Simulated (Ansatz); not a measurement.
Cost and result for the atomization energy of C2H7ClSi2 (`C=C(Cl)[SiH2][SiH3]`) (12 atoms, 11 bonds).

```xyz
12

C     0.899   -1.250   -1.816
C     0.318   -0.175   -1.301
Cl   -0.930    0.652   -2.193
Si    0.680    0.566    0.380
Si   -1.237    0.480    1.723
H     0.632   -1.648   -2.788
H     1.675   -1.759   -1.255
H     1.789   -0.221    0.986
H     1.116    1.977    0.203
H    -1.716   -0.924    1.825
H    -2.316    1.325    1.150
H    -0.909    0.976    3.087
```

Charge 0, multiplicity 1. The geometry is a stationary point of PBE0-D4/def2-TZVP. It is one conformer, not always the lowest. Program: Ansatz. All runs use 4 threads of an AMD EPYC 9R45 on a shared host. Times are those of one run each, without the atoms' runs, and a repeat can differ threefold. Electronic energies, without spin–orbit coupling; frozen cores. CCSD(T)/CBS adds CCSD(T) − MP2 in def2-TZVPP to the MP2 limit, and its time is that of the two runs behind it. T1 = 0.012. B3LYP takes the VWN-RPA correlation (the form of Gaussian; ORCA's B3LYP/G).

CCSD(T)/CBS is a level of theory with its own doubt, some kJ/mol a heavy atom from the limit and from the frozen cores, so smaller differences don't rank the functionals.

| level | functions | wall time | atomization (kcal/mol) | difference from CCSD(T)/CBS | per bond |
| --- | --- | --- | --- | --- | --- |
| PBE-D4/def2-TZVPP (with forces) | 286 | 1.4 s | 975.8 | 10.1 | 0.9 |
| PBE0-D4/def2-TZVPP | 286 | 1.7 s | 965.6 | -0.1 | 0.0 |
| r2SCAN-D4/def2-TZVPP (with forces) | 286 | 2.2 s | 968.5 | 2.8 | 0.3 |
| B3LYP-D4/def2-TZVPP (with forces) | 286 | 2.6 s | 964.9 | -0.8 | -0.1 |
| B2PLYP/def2-TZVPP | 286 | 3 s | 951.8 | -13.9 | -1.3 |
| ωB97X-V/def2-TZVPP | 286 | 3.9 s | 970.8 | 5.1 | 0.5 |
| ωB97M-V/def2-TZVPP (with forces) | 286 | 6 s | 967.0 | 1.3 | 0.1 |
| MP2/def2-QZVPP | 534 | 12 s | 961.5 | -4.2 | -0.4 |
| CCSD(T)/def2-TZVPP | 286 | 71 s | 940.7 | -25.0 | -2.3 |
| CCSD(T)/CBS(def2) | – | 82 s | 965.7 | 0.0 | 0.0 |

The D4 term adds +12.2 kcal/mol with B3LYP and +6.5 kcal/mol with PBE0; it sums over pairs of atoms, weighted by their polarisabilities, and B3LYP, whose exchange is more repulsive, gets the larger term. In def2-TZVPP, CCSD(T) changes the Hartree–Fock value by +220.2 kcal/mol (the triples alone add +13.8 kcal/mol) and MP2 by +226.2 kcal/mol; breaking electron pairs costs correlation energy, which Hartree–Fock lacks. From PBE to PBE0 (25 % exact exchange), in def2-TZVPP and without D4, the atomization energy moves by −9.1 kcal/mol: exact exchange takes away binding that semilocal exchange gives to molecules.
